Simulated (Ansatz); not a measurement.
`C=C(C)[SiH2][SiH3]` + `[OH][GaH][Br]` → `[SiH3][O][GaH][Br]` + `C=C(C)[SiH3]` at 600 K and 1 bar (cleavage of the Si–Si bond).

Calculated with Ansatz (gas phase, PBE0-D4/def2-TZVP geometries, no zero-point term in ΔE). CCSD(T)/CBS is the MP2 limit (def2-TZVPP, def2-QZVPP) plus CCSD(T) − MP2 in def2-TZVPP, frozen cores. For Br, Ga outer-core shells are correlated without core-valence functions, which leaves a few kJ/mol of doubt a bond. Scalar relativity is left out up to krypton. Each species was taken in one conformer, which may not be the lowest.

```json
{"species": "`C=C(C)[SiH2][SiH3]`", "CCSD(T)/CBS energy (Eh)": "-698.30589", "H − E (kJ/mol)": "374.3", "S (J/(mol·K))": "505.8"}
{"species": "`[OH][GaH][Br]`", "CCSD(T)/CBS energy (Eh)": "-4573.71961", "H − E (kJ/mol)": "95.5", "S (J/(mol·K))": "366.0"}
{"species": "`[SiH3][O][GaH][Br]`", "CCSD(T)/CBS energy (Eh)": "-4864.03713", "H − E (kJ/mol)": "155.7", "S (J/(mol·K))": "463.4"}
{"species": "`C=C(C)[SiH3]`", "CCSD(T)/CBS energy (Eh)": "-408.02495", "H − E (kJ/mol)": "308.4", "S (J/(mol·K))": "409.6"}
```

H − E and S are ideal-gas, rigid-rotor, harmonic terms from PBE0-D4/def2-TZVP, for one conformer and one mirror image of each species. 1 Eh = 2625.50 kJ/mol, R = 8.31446 J/(mol·K).

Question: By hand: ΔE, ΔH, ΔS and ΔG.

Answer: ΔE = (-4864.03713) + (-408.02495) − (-698.30589) − (-4573.71961) = -0.03658 Eh = -96.0 kJ/mol. Δ(H − E) = 155.7 + 308.4 − 374.3 − 95.5 = -5.7, so ΔH = -101.7 kJ/mol. ΔS = 463.4 + 409.6 − 505.8 − 366.0 = 1.2 J/(mol·K). ΔG = -101.7 − 600 × (1.2)/1000 = -102.4 kJ/mol.

Question: By hand: the equilibrium constant, and the temperature at which ΔG would vanish if ΔH and ΔS stayed fixed.

Answer: log₁₀ K = −ΔG/(RT ln 10) = 8.9. ΔH and −TΔS have one sign here, so there is no such temperature. One of them is within its doubt of zero, so this could turn.

The number of gas molecules stays the same, so ΔS is small and ΔH decides. A doubt of 5 kJ/mol in ΔE shifts log₁₀ K by 0.4 here. Other conformers and mirror images would add mixing entropy, several J/(mol·K) or more a flexible species. Modes under 60 cm⁻¹, often nearly free rotors, make the harmonic entropy too high. These are equilibria of isolated gas molecules and say nothing of rates. Largest T1 diagnostic: 0.012 (customary marks: 0.02 for closed shells, 0.045 for open ones).
